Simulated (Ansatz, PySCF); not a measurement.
Potential energy curve for Mg2, singlet.

Levels of theory: UKS-BLYP = unrestricted BLYP/cc-pVDZ run with Ansatz (a quantum-chemistry and plane-wave program); RKS-BLYP = restricted BLYP/cc-pVDZ in Ansatz; UKS-PBE0 = unrestricted PBE0/cc-pVDZ (Ansatz); RKS-PBE0 = Ansatz with restricted PBE0/cc-pVDZ; UKS-PBE = unrestricted PBE/cc-pVDZ (Ansatz); RKS-PBE = restricted PBE/cc-pVDZ (Ansatz); UKS-B3LYP/6-31G* = unrestricted B3LYP/6-31G*, spherical d in PySCF; RKS-B3LYP/6-31G* = restricted B3LYP/6-31G*, spherical d (PySCF); UKS-B3LYP/6-311+G** = PySCF with unrestricted B3LYP/6-311+G**, spherical d; RKS-B3LYP/6-311+G** = restricted B3LYP/6-311+G**, spherical d (PySCF).

Scanned distances (Å): 2.71, 2.88, 3.06, 3.30, 3.41, 3.50, 3.60, 3.69, 3.88, 3.97, 4.18, 4.46, 4.81, 5.36, 5.87, 6.45, 7.17, 7.86, 8.86, 9.73, 10.79.

Problem. Where does the unrestricted solution first break spin symmetry (<S²> of 0.01 or more)?

Solution. UKS-BLYP: at none of the points with a result; UKS-PBE0: at none of the points with a result; UKS-PBE: at none of the points with a result; UKS-B3LYP/6-31G*: at none of the points with a result; UKS-B3LYP/6-311+G**: at none of the points with a result.

```json
[
 {"R / Å": "2.71", "<S²> UKS-BLYP": "0.00", "E(RKS-BLYP) − E(UKS-BLYP) / kcal/mol": "0.0", "<S²> UKS-PBE0": "0.00", "E(RKS-PBE0) − E(UKS-PBE0) / kcal/mol": "0.0", "<S²> UKS-PBE": "0.00", "E(RKS-PBE) − E(UKS-PBE) / kcal/mol": "0.0", "<S²> UKS-B3LYP/6-31G*": "0.00", "E(RKS-B3LYP/6-31G*) − E(UKS-B3LYP/6-31G*) / kcal/mol": "0.0", "<S²> UKS-B3LYP/6-311+G**": "0.00", "E(RKS-B3LYP/6-311+G**) − E(UKS-B3LYP/6-311+G**) / kcal/mol": "0.0"},
 {"R / Å": "2.88", "<S²> UKS-BLYP": "0.00", "E(RKS-BLYP) − E(UKS-BLYP) / kcal/mol": "0.0", "<S²> UKS-PBE0": "0.00", "E(RKS-PBE0) − E(UKS-PBE0) / kcal/mol": "0.0", "<S²> UKS-PBE": "0.00", "E(RKS-PBE) − E(UKS-PBE) / kcal/mol": "0.0", "<S²> UKS-B3LYP/6-31G*": "0.00", "E(RKS-B3LYP/6-31G*) − E(UKS-B3LYP/6-31G*) / kcal/mol": "0.0", "<S²> UKS-B3LYP/6-311+G**": "0.00", "E(RKS-B3LYP/6-311+G**) − E(UKS-B3LYP/6-311+G**) / kcal/mol": "0.0"},
 {"R / Å": "3.06", "<S²> UKS-BLYP": "0.00", "E(RKS-BLYP) − E(UKS-BLYP) / kcal/mol": "0.0", "<S²> UKS-PBE0": "0.00", "E(RKS-PBE0) − E(UKS-PBE0) / kcal/mol": "0.0", "<S²> UKS-PBE": "0.00", "E(RKS-PBE) − E(UKS-PBE) / kcal/mol": "0.0", "<S²> UKS-B3LYP/6-31G*": "0.00", "E(RKS-B3LYP/6-31G*) − E(UKS-B3LYP/6-31G*) / kcal/mol": "0.0", "<S²> UKS-B3LYP/6-311+G**": "0.00", "E(RKS-B3LYP/6-311+G**) − E(UKS-B3LYP/6-311+G**) / kcal/mol": "0.0"},
 {"R / Å": "3.30", "<S²> UKS-BLYP": "0.00", "E(RKS-BLYP) − E(UKS-BLYP) / kcal/mol": "0.0", "<S²> UKS-PBE0": "0.00", "E(RKS-PBE0) − E(UKS-PBE0) / kcal/mol": "0.0", "<S²> UKS-PBE": "0.00", "E(RKS-PBE) − E(UKS-PBE) / kcal/mol": "0.0", "<S²> UKS-B3LYP/6-31G*": "0.00", "E(RKS-B3LYP/6-31G*) − E(UKS-B3LYP/6-31G*) / kcal/mol": "0.0", "<S²> UKS-B3LYP/6-311+G**": "0.00", "E(RKS-B3LYP/6-311+G**) − E(UKS-B3LYP/6-311+G**) / kcal/mol": "0.0"},
 {"R / Å": "3.41", "<S²> UKS-BLYP": "0.00", "E(RKS-BLYP) − E(UKS-BLYP) / kcal/mol": "0.0", "<S²> UKS-PBE0": "0.00", "E(RKS-PBE0) − E(UKS-PBE0) / kcal/mol": "0.0", "<S²> UKS-PBE": "0.00", "E(RKS-PBE) − E(UKS-PBE) / kcal/mol": "0.0", "<S²> UKS-B3LYP/6-31G*": "0.00", "E(RKS-B3LYP/6-31G*) − E(UKS-B3LYP/6-31G*) / kcal/mol": "0.0", "<S²> UKS-B3LYP/6-311+G**": "0.00", "E(RKS-B3LYP/6-311+G**) − E(UKS-B3LYP/6-311+G**) / kcal/mol": "0.0"},
 {"R / Å": "3.50", "<S²> UKS-BLYP": "0.00", "E(RKS-BLYP) − E(UKS-BLYP) / kcal/mol": "0.0", "<S²> UKS-PBE0": "0.00", "E(RKS-PBE0) − E(UKS-PBE0) / kcal/mol": "0.0", "<S²> UKS-PBE": "0.00", "E(RKS-PBE) − E(UKS-PBE) / kcal/mol": "0.0", "<S²> UKS-B3LYP/6-31G*": "0.00", "E(RKS-B3LYP/6-31G*) − E(UKS-B3LYP/6-31G*) / kcal/mol": "0.0", "<S²> UKS-B3LYP/6-311+G**": "0.00", "E(RKS-B3LYP/6-311+G**) − E(UKS-B3LYP/6-311+G**) / kcal/mol": "0.0"},
 {"R / Å": "3.60", "<S²> UKS-BLYP": "0.00", "E(RKS-BLYP) − E(UKS-BLYP) / kcal/mol": "0.0", "<S²> UKS-PBE0": "0.00", "E(RKS-PBE0) − E(UKS-PBE0) / kcal/mol": "0.0", "<S²> UKS-PBE": "0.00", "E(RKS-PBE) − E(UKS-PBE) / kcal/mol": "0.0", "<S²> UKS-B3LYP/6-31G*": "0.00", "E(RKS-B3LYP/6-31G*) − E(UKS-B3LYP/6-31G*) / kcal/mol": "0.0", "<S²> UKS-B3LYP/6-311+G**": "0.00", "E(RKS-B3LYP/6-311+G**) − E(UKS-B3LYP/6-311+G**) / kcal/mol": "0.0"},
 {"R / Å": "3.69", "<S²> UKS-BLYP": "0.00", "E(RKS-BLYP) − E(UKS-BLYP) / kcal/mol": "0.0", "<S²> UKS-PBE0": "0.00", "E(RKS-PBE0) − E(UKS-PBE0) / kcal/mol": "0.0", "<S²> UKS-PBE": "0.00", "E(RKS-PBE) − E(UKS-PBE) / kcal/mol": "0.0", "<S²> UKS-B3LYP/6-31G*": "0.00", "E(RKS-B3LYP/6-31G*) − E(UKS-B3LYP/6-31G*) / kcal/mol": "0.0", "<S²> UKS-B3LYP/6-311+G**": "0.00", "E(RKS-B3LYP/6-311+G**) − E(UKS-B3LYP/6-311+G**) / kcal/mol": "0.0"},
 {"R / Å": "3.88", "<S²> UKS-BLYP": "0.00", "E(RKS-BLYP) − E(UKS-BLYP) / kcal/mol": "0.0", "<S²> UKS-PBE0": "0.00", "E(RKS-PBE0) − E(UKS-PBE0) / kcal/mol": "0.0", "<S²> UKS-PBE": "0.00", "E(RKS-PBE) − E(UKS-PBE) / kcal/mol": "0.0", "<S²> UKS-B3LYP/6-31G*": "0.00", "E(RKS-B3LYP/6-31G*) − E(UKS-B3LYP/6-31G*) / kcal/mol": "0.0", "<S²> UKS-B3LYP/6-311+G**": "0.00", "E(RKS-B3LYP/6-311+G**) − E(UKS-B3LYP/6-311+G**) / kcal/mol": "0.0"},
 {"R / Å": "3.97", "<S²> UKS-BLYP": "0.00", "E(RKS-BLYP) − E(UKS-BLYP) / kcal/mol": "0.0", "<S²> UKS-PBE0": "0.00", "E(RKS-PBE0) − E(UKS-PBE0) / kcal/mol": "0.0", "<S²> UKS-PBE": "0.00", "E(RKS-PBE) − E(UKS-PBE) / kcal/mol": "0.0", "<S²> UKS-B3LYP/6-31G*": "0.00", "E(RKS-B3LYP/6-31G*) − E(UKS-B3LYP/6-31G*) / kcal/mol": "0.0", "<S²> UKS-B3LYP/6-311+G**": "0.00", "E(RKS-B3LYP/6-311+G**) − E(UKS-B3LYP/6-311+G**) / kcal/mol": "0.0"},
 {"R / Å": "4.18", "<S²> UKS-BLYP": "0.00", "E(RKS-BLYP) − E(UKS-BLYP) / kcal/mol": "0.0", "<S²> UKS-PBE0": "0.00", "E(RKS-PBE0) − E(UKS-PBE0) / kcal/mol": "0.0", "<S²> UKS-PBE": "0.00", "E(RKS-PBE) − E(UKS-PBE) / kcal/mol": "0.0", "<S²> UKS-B3LYP/6-31G*": "0.00", "E(RKS-B3LYP/6-31G*) − E(UKS-B3LYP/6-31G*) / kcal/mol": "0.0", "<S²> UKS-B3LYP/6-311+G**": "0.00", "E(RKS-B3LYP/6-311+G**) − E(UKS-B3LYP/6-311+G**) / kcal/mol": "0.0"},
 {"R / Å": "4.46", "<S²> UKS-BLYP": "0.00", "E(RKS-BLYP) − E(UKS-BLYP) / kcal/mol": "0.0", "<S²> UKS-PBE0": "0.00", "E(RKS-PBE0) − E(UKS-PBE0) / kcal/mol": "0.0", "<S²> UKS-PBE": "0.00", "E(RKS-PBE) − E(UKS-PBE) / kcal/mol": "0.0", "<S²> UKS-B3LYP/6-31G*": "0.00", "E(RKS-B3LYP/6-31G*) − E(UKS-B3LYP/6-31G*) / kcal/mol": "0.0", "<S²> UKS-B3LYP/6-311+G**": "0.00", "E(RKS-B3LYP/6-311+G**) − E(UKS-B3LYP/6-311+G**) / kcal/mol": "0.0"},
 {"R / Å": "4.81", "<S²> UKS-BLYP": "0.00", "E(RKS-BLYP) − E(UKS-BLYP) / kcal/mol": "0.0", "<S²> UKS-PBE0": "0.00", "E(RKS-PBE0) − E(UKS-PBE0) / kcal/mol": "0.0", "<S²> UKS-PBE": "0.00", "E(RKS-PBE) − E(UKS-PBE) / kcal/mol": "0.0", "<S²> UKS-B3LYP/6-31G*": "0.00", "E(RKS-B3LYP/6-31G*) − E(UKS-B3LYP/6-31G*) / kcal/mol": "0.0", "<S²> UKS-B3LYP/6-311+G**": "0.00", "E(RKS-B3LYP/6-311+G**) − E(UKS-B3LYP/6-311+G**) / kcal/mol": "0.0"},
 {"R / Å": "5.36", "<S²> UKS-BLYP": "0.00", "E(RKS-BLYP) − E(UKS-BLYP) / kcal/mol": "0.0", "<S²> UKS-PBE0": "0.00", "E(RKS-PBE0) − E(UKS-PBE0) / kcal/mol": "0.0", "<S²> UKS-PBE": "0.00", "E(RKS-PBE) − E(UKS-PBE) / kcal/mol": "0.0", "<S²> UKS-B3LYP/6-31G*": "0.00", "E(RKS-B3LYP/6-31G*) − E(UKS-B3LYP/6-31G*) / kcal/mol": "0.0", "<S²> UKS-B3LYP/6-311+G**": "0.00", "E(RKS-B3LYP/6-311+G**) − E(UKS-B3LYP/6-311+G**) / kcal/mol": "0.0"},
 {"R / Å": "5.87", "<S²> UKS-BLYP": "0.00", "E(RKS-BLYP) − E(UKS-BLYP) / kcal/mol": "0.0", "<S²> UKS-PBE0": "0.00", "E(RKS-PBE0) − E(UKS-PBE0) / kcal/mol": "0.0", "<S²> UKS-PBE": "0.00", "E(RKS-PBE) − E(UKS-PBE) / kcal/mol": "0.0", "<S²> UKS-B3LYP/6-31G*": "0.00", "E(RKS-B3LYP/6-31G*) − E(UKS-B3LYP/6-31G*) / kcal/mol": "0.0", "<S²> UKS-B3LYP/6-311+G**": "0.00", "E(RKS-B3LYP/6-311+G**) − E(UKS-B3LYP/6-311+G**) / kcal/mol": "0.0"},
 {"R / Å": "6.45", "<S²> UKS-BLYP": "0.00", "E(RKS-BLYP) − E(UKS-BLYP) / kcal/mol": "0.0", "<S²> UKS-PBE0": "0.00", "E(RKS-PBE0) − E(UKS-PBE0) / kcal/mol": "0.0", "<S²> UKS-PBE": "0.00", "E(RKS-PBE) − E(UKS-PBE) / kcal/mol": "0.0", "<S²> UKS-B3LYP/6-31G*": "0.00", "E(RKS-B3LYP/6-31G*) − E(UKS-B3LYP/6-31G*) / kcal/mol": "0.0", "<S²> UKS-B3LYP/6-311+G**": "0.00", "E(RKS-B3LYP/6-311+G**) − E(UKS-B3LYP/6-311+G**) / kcal/mol": "0.0"},
 {"R / Å": "7.17", "<S²> UKS-BLYP": "0.00", "E(RKS-BLYP) − E(UKS-BLYP) / kcal/mol": "0.0", "<S²> UKS-PBE0": "0.00", "E(RKS-PBE0) − E(UKS-PBE0) / kcal/mol": "0.0", "<S²> UKS-PBE": "0.00", "E(RKS-PBE) − E(UKS-PBE) / kcal/mol": "0.0", "<S²> UKS-B3LYP/6-31G*": "0.00", "E(RKS-B3LYP/6-31G*) − E(UKS-B3LYP/6-31G*) / kcal/mol": "0.0", "<S²> UKS-B3LYP/6-311+G**": "0.00", "E(RKS-B3LYP/6-311+G**) − E(UKS-B3LYP/6-311+G**) / kcal/mol": "0.0"},
 {"R / Å": "7.86", "<S²> UKS-BLYP": "0.00", "E(RKS-BLYP) − E(UKS-BLYP) / kcal/mol": "0.0", "<S²> UKS-PBE0": "0.00", "E(RKS-PBE0) − E(UKS-PBE0) / kcal/mol": "0.0", "<S²> UKS-PBE": "0.00", "E(RKS-PBE) − E(UKS-PBE) / kcal/mol": "0.0", "<S²> UKS-B3LYP/6-31G*": "0.00", "E(RKS-B3LYP/6-31G*) − E(UKS-B3LYP/6-31G*) / kcal/mol": "0.0", "<S²> UKS-B3LYP/6-311+G**": "0.00", "E(RKS-B3LYP/6-311+G**) − E(UKS-B3LYP/6-311+G**) / kcal/mol": "0.0"},
 {"R / Å": "8.86", "<S²> UKS-BLYP": "0.00", "E(RKS-BLYP) − E(UKS-BLYP) / kcal/mol": "0.0", "<S²> UKS-PBE0": "0.00", "E(RKS-PBE0) − E(UKS-PBE0) / kcal/mol": "0.0", "<S²> UKS-PBE": "0.00", "E(RKS-PBE) − E(UKS-PBE) / kcal/mol": "0.0", "<S²> UKS-B3LYP/6-31G*": "0.00", "E(RKS-B3LYP/6-31G*) − E(UKS-B3LYP/6-31G*) / kcal/mol": "0.0", "<S²> UKS-B3LYP/6-311+G**": "0.00", "E(RKS-B3LYP/6-311+G**) − E(UKS-B3LYP/6-311+G**) / kcal/mol": "0.0"},
 {"R / Å": "9.73", "<S²> UKS-BLYP": "0.00", "E(RKS-BLYP) − E(UKS-BLYP) / kcal/mol": "0.0", "<S²> UKS-PBE0": "0.00", "E(RKS-PBE0) − E(UKS-PBE0) / kcal/mol": "0.0", "<S²> UKS-PBE": "0.00", "E(RKS-PBE) − E(UKS-PBE) / kcal/mol": "0.0", "<S²> UKS-B3LYP/6-31G*": "0.00", "E(RKS-B3LYP/6-31G*) − E(UKS-B3LYP/6-31G*) / kcal/mol": "0.0", "<S²> UKS-B3LYP/6-311+G**": "0.00", "E(RKS-B3LYP/6-311+G**) − E(UKS-B3LYP/6-311+G**) / kcal/mol": "0.0"},
 {"R / Å": "10.79", "<S²> UKS-BLYP": "0.00", "E(RKS-BLYP) − E(UKS-BLYP) / kcal/mol": "0.0", "<S²> UKS-PBE0": "0.00", "E(RKS-PBE0) − E(UKS-PBE0) / kcal/mol": "0.0", "<S²> UKS-PBE": "0.00", "E(RKS-PBE) − E(UKS-PBE) / kcal/mol": "0.0", "<S²> UKS-B3LYP/6-31G*": "0.00", "E(RKS-B3LYP/6-31G*) − E(UKS-B3LYP/6-31G*) / kcal/mol": "0.0", "<S²> UKS-B3LYP/6-311+G**": "0.00", "E(RKS-B3LYP/6-311+G**) − E(UKS-B3LYP/6-311+G**) / kcal/mol": "0.0"}
]
```
